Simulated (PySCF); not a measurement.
**Electron correlation in Co⁻ (cobalt, charge -1)**

[Ar] 3d8 4s2, high-spin 3F determinant. Calculation: PySCF 2.14, in aug-cc-pwCVTZ-DK; the spin-free X2C one-electron Hamiltonian (Gaussian nucleus). Frozen: [Ne]; 18 electrons correlated.

MP2 pair energies summed by pair of shells (mhartree):

```json
{"pair": "3d-3d", "energy": "-317.05", "share (%)": "38.3"}
{"pair": "3p-3d", "energy": "-271.72", "share (%)": "32.8"}
{"pair": "3p-3p", "energy": "-79.74", "share (%)": "9.6"}
{"pair": "3s-3d", "energy": "-56.57", "share (%)": "6.8"}
{"pair": "3s-3p", "energy": "-40.67", "share (%)": "4.9"}
{"pair": "3d-4s", "energy": "-34.07", "share (%)": "4.1"}
{"pair": "4s-4s", "energy": "-15.77", "share (%)": "1.9"}
{"pair": "3s-3s", "energy": "-5.79", "share (%)": "0.7"}
{"pair": "3p-4s", "energy": "-5.28", "share (%)": "0.6"}
{"pair": "3s-4s", "energy": "-0.51", "share (%)": "0.1"}
```

Total MP2 correlation energy: -827.16 mhartree.

Same-spin part -264.65 and opposite-spin part -562.52 mhartree; SCS-MP2 scales them by 1/3 and 6/5 to -763.23 mhartree.
